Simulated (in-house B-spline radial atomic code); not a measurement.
Sr3+ is squeezed into an impenetrable sphere of radius R (the orbitals vanish at R). Method: scalar-relativistic (X2C) Hartree-Fock, spin-polarised, averaged over the determinants with the given up and down occupations, Fermi nucleus of rms radius 4.224 fm. Calculated with a B-spline radial code for spherical atoms.

Energies in eV above the free ion in [Ar] 3d10 4s2 4p5:

```json
{"R (bohr)": "8.59", "highest level (eV)": "-55.8", "[Ar] 3d10 4s2 4p5": "1.51e-05", "[Ar] 3d10 4s1 4p5 4d1": "44.75", "[Ne] 3s2 3p5 3d10 4s2 4p5 4d1": "282.9"}
{"R (bohr)": "6.34", "highest level (eV)": "-55.8", "[Ar] 3d10 4s2 4p5": "0.0002069", "[Ar] 3d10 4s1 4p5 4d1": "44.76", "[Ne] 3s2 3p5 3d10 4s2 4p5 4d1": "282.9"}
{"R (bohr)": "5.12", "highest level (eV)": "-55.8", "[Ar] 3d10 4s2 4p5": "0.01169", "[Ar] 3d10 4s1 4p5 4d1": "44.85", "[Ne] 3s2 3p5 3d10 4s2 4p5 4d1": "282.9"}
{"R (bohr)": "4.16", "highest level (eV)": "-55.6", "[Ar] 3d10 4s2 4p5": "0.2518", "[Ar] 3d10 4s1 4p5 4d1": "45.57", "[Ne] 3s2 3p5 3d10 4s2 4p5 4d1": "283.5"}
{"R (bohr)": "3.86", "highest level (eV)": "-55.4", "[Ar] 3d10 4s2 4p5": "0.6325", "[Ar] 3d10 4s1 4p5 4d1": "46.36", "[Ne] 3s2 3p5 3d10 4s2 4p5 4d1": "284.2"}
{"R (bohr)": "2.85", "highest level (eV)": "-51.2", "[Ar] 3d10 4s2 4p5": "12.16", "[Ar] 3d10 4s1 4p5 4d1": "62.34", "[Ne] 3s2 3p5 3d10 4s2 4p5 4d1": "298.4"}
{"R (bohr)": "2.57", "highest level (eV)": "-47", "[Ar] 3d10 4s2 4p5": "26.67", "[Ar] 3d10 4s1 4p5 4d1": "79.97", "[Ne] 3s2 3p5 3d10 4s2 4p5 4d1": "315.1"}
{"R (bohr)": "2.18", "highest level (eV)": "-34.6", "[Ar] 3d10 4s2 4p5": "78.88", "[Ar] 3d10 4s1 4p5 4d1": "139.4", "[Ne] 3s2 3p5 3d10 4s2 4p5 4d1": "374.2"}
{"R (bohr)": "1.98", "highest level (eV)": "-22.2", "[Ar] 3d10 4s2 4p5": "138", "[Ar] 3d10 4s1 4p5 4d1": "204.2", "[Ne] 3s2 3p5 3d10 4s2 4p5 4d1": "440.8"}
{"R (bohr)": "1.55", "highest level (eV)": "40.5", "[Ar] 3d10 4s2 4p5": "483.5", "[Ar] 3d10 4s1 4p5 4d1": "566.6", "[Ne] 3s2 3p5 3d10 4s2 4p5 4d1": "830"}
```

Problem. Does [Ar] 3d10 4s1 4p5 4d1 fall below [Ar] 3d10 4s2 4p5 under compression?

Solution. No, it stays above over the whole range.

Problem. Does [Ne] 3s2 3p5 3d10 4s2 4p5 4d1 fall below [Ar] 3d10 4s2 4p5 under compression?

Solution. No, it stays above over the whole range.

The highest level is first positive in the row R = 1.55 bohr, pushed up by confinement above the zero of the free ion's potential. Each configuration is held fixed and needn't be the lowest in the sphere.
